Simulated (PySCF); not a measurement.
C2H9NSi3, SMILES C1[SiH2][Si@@H]([SiH3])CN=1. Atoms are numbered in the order given.

```xyz
15

Si    -2.4771     0.5581    -0.3120
Si    -0.5594    -0.4515     0.5772
C      0.4001    -1.4988    -0.7619
N      1.7412    -1.0196    -1.0816
C      2.2303     0.0042    -0.5016
Si     1.2504     0.9941     0.8303
H     -3.4707    -0.4646    -0.7584
H     -3.1316     1.4535     0.6872
H     -2.0742     1.3734    -1.4971
H     -0.8712    -1.2668     1.7881
H     -0.1670    -1.5508    -1.7075
H      0.4877    -2.5482    -0.4301
H      3.2520     0.2938    -0.8039
H      1.9647     0.9967     2.1404
H      1.0449     2.4077     0.3977
```

Geometry optimised at B3LYP-D3(BJ)/def2-SVP. The structure was generated by enumeration; whether it is a known compound was not checked. Other conformers were not sampled.

These are PBE/pcSseg-1 (PySCF) values and carry that method's errors.

GIAO shieldings, no solvent; atoms listed in one row are averaged. δ = σ(ref) − σ: ²⁹Si against TMS (σ = 335.4 ppm); ¹³C against TMS (σ = 182.0 ppm); ¹⁵N against NH3 (σ = 267.0 ppm); ¹H against TMS (σ = 31.49 ppm), references at their B3LYP-D3(BJ)/def2-TZVP geometries, non-relativistic.

Problem. Estimate the chemical shifts. (Estimate from the structure and the level; the computed values follow.)

Solution. 
| nucleus | atoms | count | δ (ppm) |
|---|---|---|---|
| ²⁹Si | Si6 | 1 | -65.4 |
| ²⁹Si | Si2 | 1 | -95.8 |
| ²⁹Si | Si1 | 1 | -107.1 |
| ¹³C | C5 | 1 | 180.1 |
| ¹³C | C3 | 1 | 62.1 |
| ¹⁵N | N4 | 1 | 485.9 |
| ¹H | H13 | 1 | 9.39 |
| ¹H | H12 | 1 | 5.08 |
| ¹H | H11 | 1 | 4.87 |
| ¹H | H14 | 1 | 4.77 |
| ¹H | H15 | 1 | 4.47 |
| ¹H | H7, H8, H9 | 3 | 3.95 |
| ¹H | H10 | 1 | 3.74 |
